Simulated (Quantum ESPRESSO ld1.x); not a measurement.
All-electron atom: the gold ion Au27+ in [Kr] 4d10 4f6 (the NIST ground configuration).

Method: Dirac Kohn-Sham, PBE, spin-unpolarised, spherical densities, point nucleus; open shells fill j = l - 1/2 first; computed with ld1.x of Quantum ESPRESSO 7.5.

Energy parts (hartree):
total: -18709.73
kinetic: 21552.23
electron-nucleus: -45424.65
Hartree: 5493.32
exchange-correlation: -330.64

Orbitals (lengths in bohr, moments of r in powers of bohr; <r^-3> diverges for s and p1/2; r(90%) holds 90 % of the orbital's charge):
orbital	occ.	eigenvalue (hartree)	<1/r>	<r^-3>	<r>	r(90%)	small-component weight
1s1/2	2	-2996.46	95.84	-	0.01686	0.0308	9.01e-02
2s1/2	2	-554.904	23.54	-	0.07045	0.110	2.06e-02
2p1/2	2	-533.353	23.49	-	0.05798	0.0967	2.07e-02
2p3/2	4	-465.890	19.13	20510	0.06654	0.108	1.84e-02
3s1/2	2	-155.578	8.659	-	0.1829	0.269	6.92e-03
3p1/2	2	-145.940	8.567	-	0.1732	0.261	6.86e-03
3p3/2	4	-130.982	7.437	4795	0.1887	0.282	6.20e-03
3d3/2	4	-115.052	7.328	835.8	0.1643	0.255	6.07e-03
3d5/2	6	-111.839	7.071	693.6	0.1691	0.262	5.90e-03
4s1/2	2	-56.9598	3.808	-	0.3932	0.561	2.53e-03
4p1/2	2	-52.8100	3.713	-	0.3930	0.567	2.45e-03
4p3/2	4	-48.8363	3.335	1293	0.4213	0.606	2.23e-03
4d3/2	4	-42.0537	3.177	211.4	0.4187	0.616	2.06e-03
4d5/2	6	-41.2634	3.092	173.1	0.4271	0.627	2.01e-03
4f5/2	6	-32.6843	2.856	41.43	0.4110	0.626	1.73e-03
4f7/2	0	-32.4843	2.826	39.70	0.4147	0.631	1.71e-03
5s1/2	0	-28.3138	1.942	-	0.7415	1.03	1.06e-03
5p1/2	0	-26.5437	1.880	-	0.7577	1.06	1.02e-03
5p3/2	0	-25.2109	1.746	443.6	0.7974	1.11	9.54e-04

The highest occupied level is 4f5/2 at -889.39 eV. Summed over all electrons, <r^2> = 5.411 bohr^2, which gives a Langevin (diamagnetic) susceptibility term of -4.29 x 10^-6 cm^3/mol.
